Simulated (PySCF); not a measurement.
Problem. Give a PBE0-D3(BJ)/def2-SVP geometry of 3-aminophenol, `NC1=CC(O)=CC=C1`.

Solution. 
```xyz
15
C6H7NO angstrom
N      2.3908    0.1413    1.1651
C      1.0922    0.2456    0.7136
C      0.2765    1.3211    1.1149
C     -1.0137    1.4359    0.6140
C     -1.5296    0.5053   -0.2857
C     -0.7204   -0.5637   -0.6857
O     -1.1488   -1.5057   -1.5544
C      0.5766   -0.6937   -0.1900
H      2.6128    0.6340    2.0193
H      2.8227   -0.7703    1.0998
H      0.6657    2.0642    1.8150
H     -1.6385    2.2741    0.9328
H     -2.5472    0.6038   -0.6739
H     -2.0528   -1.2999   -1.8136
H      1.1805   -1.5394   -0.5260
```

Orientation and origin are arbitrary. Atoms count from 1 in this order. O7 (phenol-type oxygen) is bent (angle 108.8°). The 8 heavy atoms lie in one plane (0.011 Å rms). The 6-membered ring C2–C3–C4–C5–C6–C8 has internal angles of 118.7° to 121.4°; it is planar, 0.00 Å rms from its mean plane, widest ring torsion 0°. Of the pairs four or more bonds apart, H13···H14 is among the closest relative to their van der Waals radii: 2.27 Å, 95 % of the sum of Bondi's values.

Bonds between heavy atoms (Å): N1–C2 1.379, C2–C3 1.408, C3–C4 1.389, C4–C5 1.393, C5–C6 1.399, C6–O7 1.351, C6–C8 1.395, C2–C8 1.402.

Method: PBE0-D3(BJ)/def2-SVP geometry optimisation, gas phase (PySCF 2.14.0).

Point group: near Cs, missed by 0.35 Å at most; the miss may be what the optimiser left on a soft mode. No PBE0-D3(BJ)/def2-SVP frequencies stand behind this structure, so it isn't proved a minimum. One conformer, not necessarily the lowest (C5–C6–O7–H 0°).

Hardware: one thread of an Arm Neoverse V2 (shared host). Cost: 38 s of wall time. These figures are those of the optimisation.
